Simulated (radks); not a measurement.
Question: Radial electron density D(r) = 4 pi r^2 rho(r) of an atom or ion with 31 electrons. Calculated with a radial shooting solver on a logarithmic mesh with Libxc functionals: scalar-relativistic Kohn-Sham, BLYP, spin-polarised, spherical densities, finite nucleus; Fermi nuclear charge, rms radius of each element as measured or else 0.836 A^(1/3) + 0.57 fm.

```
   r/bohr * D(r) (the largest magnitude, 43, reaches the edge; | marks zero)
 0.003688 |   *
 0.004841 |     *
 0.006405 |         *
 0.008407 |              *
  0.01104 |                     *
   0.0146 |                             *
  0.01916 |                                     *
  0.02516 |                                             *
  0.03302 |                                                *
  0.04369 |                                              *
  0.05734 |                                        *
  0.07527 |                                      *
  0.09959 |                                            *
   0.1307 |                                                     *
   0.1716 |                                                      *
    0.227 |                                         *
    0.298 |                           *
   0.3911 |                           *
   0.5175 |                                *
   0.6793 |                           *
   0.8917 |              *
     1.18 |      *
    1.549 |    *
    2.033 |   *
    2.689 | *
     3.53 |*
    4.634 *
    6.131 *
    8.047 *
```

What is the nuclear charge?

Answer: Z = 31. The innermost maximum, from 1s, lies near gamma/Z bohr with gamma = sqrt(1 - (Z/c)^2) = 0.974, here 0.0314 bohr (found: 0.0341), and its height grows with Z. The density is that of neutral gallium in [Ar] 3d7.5 4s2 4p3.5; the configuration itself is not fixed sharply by these data, and Z only to about a unit. D(r) has 3 maxima, at r = 0.0341, 0.152, 0.530 bohr, and minima at 0.0717, 0.341 bohr, inside which lie 2.08, 10.89 electrons.
